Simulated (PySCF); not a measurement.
PySCF input file for Si(F)(OH)(SeH)2 (FH3OSe2Si), SMILES O[Si](F)([SeH])[SeH], ωB97X-D3(BJ)/def2-SVP. 

```python
import numpy as np
from pyscf import gto, scf, dft
from pyscf.geomopt import geometric_solver

mol = gto.M(
    atom='''
    O    -0.57629926   -0.77889403    1.80481996
    Si   -0.50047442   -0.25849862    0.28020432
    F    -1.93011140   -0.54610237   -0.39278989
    Se    1.13090384   -1.54604576   -0.61047786
    Se   -0.31060759    2.00116751    0.07007322
    H    -1.24967538   -0.47242897    2.40931278
    H     1.29803685   -2.28980383    0.60494572
    H     1.04960506    2.05314792    0.53318791
    ''',
    basis='def2-SVP',
    charge=0,
    spin=0,
    max_memory=1600,
    verbose=3,
)
mf = dft.RKS(mol, xc='wb97x-d3bj').density_fit(auxbasis='def2-universal-jkfit')
mf.grids.level = 3
mf.conv_tol = 1e-9
mf.max_cycle = 100
mf.kernel()
grad = mf.nuc_grad_method()
grad.grid_response = mol.nao <= 150
conv, mol_eq = geometric_solver.kernel(grad, convergence_set='GAU_TIGHT', maxsteps=100)
print(mol_eq.tostring(format='xyz'))
mf.reset(mol_eq)
mf.kernel()
```

It prints:

```
[...]
  Si  -0.465751  -0.256625   0.327574    0.000831  0.000247 -0.000782
   F  -1.875739  -0.596448  -0.403062    0.000793  0.002954 -0.001894
  Se   1.267646  -1.372121  -0.539338   -0.000867 -0.002899 -0.000052
  Se  -0.228237   1.947043  -0.053654    0.003241  0.000299  0.001219
   H  -1.308816  -0.329616   2.416313    0.000152  0.002575 -0.001453
   H   1.057641  -2.511055   0.361856   -0.004774 -0.002854 -0.000855
   H   1.041639   1.984290   0.679411    0.001301 -0.000304  0.004673
converged SCF energy = -5268.72494314505
--------------- DFRKS_Scanner gradients ---------------
         x                y                z
0 O    -0.0000157941     0.0000144699    -0.0000331559
1 Si    -0.0000709026    -0.0000391590    -0.0000070688
2 F     0.0000530344     0.0000093354     0.0000419785
3 Se    -0.0000012201     0.0000185013    -0.0000007757
4 Se     0.0000152895     0.0000082539    -0.0000080068
5 H     0.0000058839    -0.0000010941     0.0000011814
6 H     0.0000109849    -0.0000063621     0.0000009743
7 H     0.0000026692    -0.0000038476     0.0000048644
----------------------------------------------
cycle 23: E = -5268.72494315  dE = -2.87471e-07  norm(grad) = 0.000117414
Step   22 : Displace = 1.867e-03/3.512e-03 (rms/max) Trust = 3.000e-01 (=) Grad = 4.151e-05/8.131e-05 (rms/max) E (change) = -5268.7249431451 (-2.875e-07) Quality = 1.241
Hessian Eigenvalues: 8.57419e-04 1.84278e-03 2.76739e-03 ... 4.65620e-01 5.37310e-01 5.64307e-01

Geometry optimization cycle 24
Cartesian coordinates (Angstrom)
 Atom        New coordinates             dX        dY        dZ
   O  -0.576404  -0.702858   1.910514    0.000612 -0.000092  0.000022
  Si  -0.465468  -0.256720   0.327516    0.000283 -0.000095 -0.000058
   F  -1.875534  -0.596704  -0.403027    0.000205 -0.000256  0.000035
  Se   1.267716  -1.372497  -0.539452    0.000070 -0.000376 -0.000115
  Se  -0.228998   1.947039  -0.053640   -0.000761 -0.000004  0.000014
   H  -1.308235  -0.329681   2.416289    0.000582 -0.000065 -0.000024
   H   1.057347  -2.511050   0.362135   -0.000295  0.000006  0.000279
   H   1.040947   1.985160   0.679256   -0.000691  0.000870 -0.000155
converged SCF energy = -5268.72494319352
--------------- DFRKS_Scanner gradients ---------------
         x                y                z
0 O    -0.0000004161     0.0000018622    -0.0000051934
1 Si    -0.0000321651    -0.0000210933    -0.0000150505
2 F     0.0000262226     0.0000095432     0.0000188060
3 Se     0.0000003548     0.0000061789    -0.0000005020
4 Se     0.0000010721     0.0000028486    -0.0000015347
5 H    -0.0000009193     0.0000029662    -0.0000014050
6 H     0.0000035575    -0.0000033470     0.0000022229
7 H     0.0000023503     0.0000010413     0.0000026545
----------------------------------------------
cycle 24: E = -5268.72494319  dE = -4.84715e-08  norm(grad) = 5.45276e-05
Step   23 : Displace = 5.050e-04/7.644e-04 (rms/max) Trust = 3.000e-01 (=) Grad = 1.928e-05/4.130e-05 (rms/max) E (change) = -5268.7249431935 (-4.847e-08) Quality = 1.224
Hessian Eigenvalues: 8.65941e-04 1.83869e-03 2.76783e-03 ... 4.63207e-01 4.97933e-01 5.63901e-01

Geometry optimization cycle 25
Cartesian coordinates (Angstrom)
 Atom        New coordinates             dX        dY        dZ
   O  -0.576337  -0.702822   1.910550    0.000067  0.000036  0.000036
  Si  -0.465337  -0.256624   0.327563    0.000131  0.000096  0.000048
   F  -1.875416  -0.596578  -0.403061    0.000118  0.000126 -0.000034
  Se   1.267752  -1.372582  -0.539348    0.000035 -0.000086  0.000104
  Se  -0.228894   1.947112  -0.053613    0.000104  0.000073  0.000027
   H  -1.308328  -0.329876   2.416261   -0.000093 -0.000195 -0.000027
   H   1.056861  -2.511230   0.361991   -0.000485 -0.000181 -0.000145
   H   1.041065   1.985290   0.679248    0.000117  0.000130 -0.000008
converged SCF energy = -5268.72494319913
--------------- DFRKS_Scanner gradients ---------------
         x                y                z
0 O     0.0000006512     0.0000006317    -0.0000002858
1 Si    -0.0000035485    -0.0000059288    -0.0000031199
2 F     0.0000050356     0.0000038336     0.0000030927
3 Se    -0.0000001206     0.0000024737     0.0000018919
4 Se    -0.0000014956    -0.0000007947    -0.0000004262
5 H    -0.0000007138     0.0000006701    -0.0000014872
6 H    -0.0000006562    -0.0000014347    -0.0000001478
7 H     0.0000007617     0.0000006097     0.0000005555
----------------------------------------------
cycle 25: E = -5268.7249432  dE = -5.60794e-09  norm(grad) = 1.13007e-05
Step   24 : Displace = 2.025e-04/3.583e-04 (rms/max) Trust = 3.000e-01 (=) Grad = 3.995e-06/7.581e-06 (rms/max) E (change) = -5268.7249431991 (-5.608e-09) Quality = 1.129
Hessian Eigenvalues: 9.43078e-04 2.03187e-03 2.81963e-03 ... 4.44315e-01 4.73231e-01 5.63792e-01

Geometry optimization cycle 26
Cartesian coordinates (Angstrom)
 Atom        New coordinates             dX        dY        dZ
   O  -0.575997  -0.702883   1.910624    0.000339 -0.000061  0.000075
  Si  -0.465396  -0.256723   0.327597   -0.000060 -0.000099  0.000034
   F  -1.875504  -0.597133  -0.402808   -0.000088 -0.000554  0.000253
  Se   1.267819  -1.372353  -0.539506    0.000067  0.000229 -0.000158
  Se  -0.229666   1.947050  -0.053775   -0.000772 -0.000062 -0.000162
   H  -1.307985  -0.330140   2.416489    0.000342 -0.000264  0.000227
   H   1.057571  -2.510732   0.362316    0.000710  0.000498  0.000325
   H   1.040532   1.985597   0.678645   -0.000533  0.000307 -0.000603
converged SCF energy = -5268.72494319896
--------------- DFRKS_Scanner gradients ---------------
         x                y                z
0 O     0.0000009675    -0.0000004563     0.0000019803
1 Si     0.0000041600     0.0000019529     0.0000006141
2 F    -0.0000037264    -0.0000010257    -0.0000037453
3 Se    -0.0000004292    -0.0000013264    -0.0000003561
4 Se    -0.0000009200    -0.0000002937     0.0000007317
5 H    -0.0000006386    -0.0000000155     0.0000004150
6 H     0.0000006314     0.0000010507     0.0000011476
7 H    -0.0000000226     0.0000001989    -0.0000008016
----------------------------------------------
cycle 26: E = -5268.7249432  dE = 1.71894e-10  norm(grad) = 7.94663e-06
Step   25 : Displace = 1.581e-04/3.034e-04 (rms/max) Trust = 3.000e-01 (=) Grad = 2.810e-06/5.382e-06 (rms/max) E (change) = -5268.7249431990 (+1.719e-10) Quality = -0.094
Hessian Eigenvalues: 1.32360e-03 2.11531e-03 4.08788e-03 ... 4.50665e-01 4.73489e-01 5.63799e-01

Geometry optimization cycle 27
Cartesian coordinates (Angstrom)
 Atom        New coordinates             dX        dY        dZ
   O  -0.576110  -0.702848   1.910604   -0.000113  0.000034 -0.000020
  Si  -0.465379  -0.256689   0.327589    0.000018  0.000034 -0.000008
   F  -1.875477  -0.596963  -0.402878    0.000027  0.000169 -0.000070
  Se   1.267799  -1.372418  -0.539458   -0.000020 -0.000064  0.000048
  Se  -0.229388   1.947067  -0.053737    0.000277  0.000018  0.000038
   H  -1.308089  -0.330030   2.416426   -0.000104  0.000110 -0.000063
   H   1.057320  -2.510924   0.362151   -0.000251 -0.000191 -0.000165
   H   1.040696   1.985483   0.678887    0.000165 -0.000114  0.000241
converged SCF energy = -5268.7249431996
--------------- DFRKS_Scanner gradients ---------------
         x                y                z
0 O     0.0000002280    -0.0000002915     0.0000004211
1 Si    -0.0000017841    -0.0000009949    -0.0000019486
2 F     0.0000018921     0.0000006650     0.0000004079
3 Se     0.0000004582     0.0000003347     0.0000006978
4 Se     0.0000001848    -0.0000001194    -0.0000003200
5 H    -0.0000005927     0.0000005192     0.0000002127
6 H    -0.0000001452    -0.0000002426     0.0000000655
7 H    -0.0000001657     0.0000000836     0.0000004572
----------------------------------------------
cycle 27: E = -5268.7249432  dE = -6.37556e-10  norm(grad) = 3.7982e-06
Step   26 : Displace = 8.078e-05/1.467e-04 (rms/max) Trust = 7.906e-05 (-) Grad = 1.343e-06/2.823e-06 (rms/max) E (change) = -5268.7249431996 (-6.376e-10) Quality = 0.592
Hessian Eigenvalues: 1.53951e-03 2.09859e-03 6.40226e-03 ... 4.44695e-01 4.77232e-01 5.63799e-01

Geometry optimization cycle 28
Cartesian coordinates (Angstrom)
 Atom        New coordinates             dX        dY        dZ
   O  -0.576060  -0.702849   1.910625    0.000050 -0.000001  0.000020
  Si  -0.465384  -0.256692   0.327606   -0.000005 -0.000004  0.000016
   F  -1.875496  -0.597019  -0.402815   -0.000020 -0.000055  0.000063
  Se   1.267804  -1.372377  -0.539479    0.000005  0.000040 -0.000021
  Se  -0.229473   1.947065  -0.053758   -0.000084 -0.000002 -0.000020
   H  -1.308070  -0.330099   2.416450    0.000019 -0.000069  0.000024
   H   1.057394  -2.510870   0.362164    0.000074  0.000054  0.000012
   H   1.040653   1.985521   0.678792   -0.000043  0.000038 -0.000094
converged SCF energy = -5268.72494319955
--------------- DFRKS_Scanner gradients ---------------
         x                y                z
0 O    -0.0000012676     0.0000014963    -0.0000013190
1 Si     0.0000021625    -0.0000001946     0.0000036227
2 F    -0.0000016106    -0.0000005554    -0.0000012126
3 Se    -0.0000003301    -0.0000001521     0.0000000745
4 Se    -0.0000004396    -0.0000001664    -0.0000001366
5 H     0.0000010774    -0.0000008423    -0.0000012112
6 H     0.0000004396     0.0000003583     0.0000005792
7 H    -0.0000000437     0.0000000576    -0.0000003399
----------------------------------------------
cycle 28: E = -5268.7249432  dE = 4.72937e-11  norm(grad) = 5.68232e-06
Step   27 : Displace = 3.013e-05/6.033e-05 (rms/max) Trust = 7.906e-05 (=) Grad = 2.009e-06/4.224e-06 (rms/max) E (change) = -5268.7249431995 (+4.729e-11) Quality = -0.328
Hessian Eigenvalues: 1.82898e-03 2.02661e-03 7.17202e-03 ... 4.43719e-01 5.12432e-01 5.79589e-01

Geometry optimization cycle 29
Cartesian coordinates (Angstrom)
 Atom        New coordinates             dX        dY        dZ
   O  -0.576090  -0.702863   1.910608   -0.000030 -0.000014 -0.000016
  Si  -0.465386  -0.256675   0.327598   -0.000001  0.000018 -0.000007
   F  -1.875504  -0.596937  -0.402840   -0.000008  0.000081 -0.000025
  Se   1.267769  -1.372408  -0.539494   -0.000035 -0.000031 -0.000015
  Se  -0.229391   1.947084  -0.053712    0.000081  0.000018  0.000046
   H  -1.308091  -0.330096   2.416436   -0.000021  0.000003 -0.000014
   H   1.057323  -2.510896   0.362146   -0.000071 -0.000026 -0.000018
   H   1.040736   1.985474   0.678840    0.000082 -0.000048  0.000047
converged SCF energy = -5268.72494319966
--------------- DFRKS_Scanner gradients ---------------
         x                y                z
0 O     0.0000004669    -0.0000007130     0.0000006833
1 Si    -0.0000010962     0.0000000208    -0.0000015869
2 F     0.0000006880     0.0000000260     0.0000000065
3 Se     0.0000005257    -0.0000003641     0.0000000350
4 Se     0.0000001294     0.0000005145     0.0000000634
5 H    -0.0000009692     0.0000003922     0.0000003796
6 H     0.0000002005     0.0000001827     0.0000005577
7 H     0.0000000348     0.0000000156    -0.0000001043
----------------------------------------------
cycle 29: E = -5268.7249432  dE = -1.11868e-10  norm(grad) = 2.778e-06
Step   28 : Displace = 9.053e-06/1.878e-05 (rms/max) Trust = 1.506e-05 (-) Grad = 9.822e-07/1.929e-06 (rms/max) E (change) = -5268.7249431997 (-1.119e-10) Quality = 1.101
Hessian Eigenvalues: 1.82898e-03 2.02661e-03 7.17202e-03 ... 4.43719e-01 5.12432e-01 5.79589e-01
Converged! =D

8
XYZ from PySCF
O          -0.57609004       -0.70286302        1.91060820
Si         -0.46538554       -0.25667481        0.32759832
F          -1.87550399       -0.59693730       -0.40284019
Se          1.26776895       -1.37240797       -0.53949366
Se         -0.22939148        1.94708354       -0.05371204
H          -1.30809109       -0.33009591        2.41643571
H           1.05732320       -2.51089623        0.36214574
H           1.04073553        1.98547387        0.67883952
converged SCF energy = -5268.72494319969
```

The calculation finished and met its thresholds.
